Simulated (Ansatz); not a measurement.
Start from `[Br][SnH2][Br]` and change one atom or group to get `[Br][SnH3]`.

Ansatz, PBE0-D4/def2-TZVP geometries, multiplicity 1. 

Elements past krypton have def2 core potentials. Scalar relativity is left out up to krypton.

```
                                          property  `[Br][SnH2][Br]`
              HOMO–LUMO gap (PBE0/def2-TZVPP) / eV              6.73
             HOMO–LUMO gap (B3LYP/def2-TZVPP) / eV              6.17
size of the dipole moment (ωB97M-V/def2-TZVPP) / D              2.31
             HOMO energy (ωB97M-V/def2-TZVPP) / eV            -10.65
                 LUMO energy (PBE/def2-TZVPP) / eV             -2.60
           HOMO–LUMO gap (ωB97M-V/def2-TZVPP) / eV             10.80
```

Task: What does the change do to each property? (Estimate.)

Result: Computed: 
| property | `[Br][SnH3]` | shift |
| --- | --- | --- |
| HOMO–LUMO gap (PBE0/def2-TZVPP) / eV | 7.08 | 0.35 |
| HOMO–LUMO gap (B3LYP/def2-TZVPP) / eV | 6.55 | 0.38 |
| size of the dipole moment (ωB97M-V/def2-TZVPP) / D | 2.40 | 0.09 |
| HOMO energy (ωB97M-V/def2-TZVPP) / eV | -10.36 | 0.29 |
| LUMO energy (PBE/def2-TZVPP) / eV | -1.91 | 0.69 |
| HOMO–LUMO gap (ωB97M-V/def2-TZVPP) / eV | 10.96 | 0.16 |

With PBE0 the HOMO rises by 0.30 eV and the LUMO rises by 0.65 eV, so the gap widens by about 0.35 eV. PBE moves the HOMO by 0.29 eV and ωB97M-V by 0.29 eV. Dipoles are sizes alone; their direction can turn.

B3LYP here is the variant with VWN-RPA as its local correlation; programs differ in this.

Spin–orbit coupling is left out; it splits and shifts lone-pair levels of the heavy atoms by tenths of an eV.
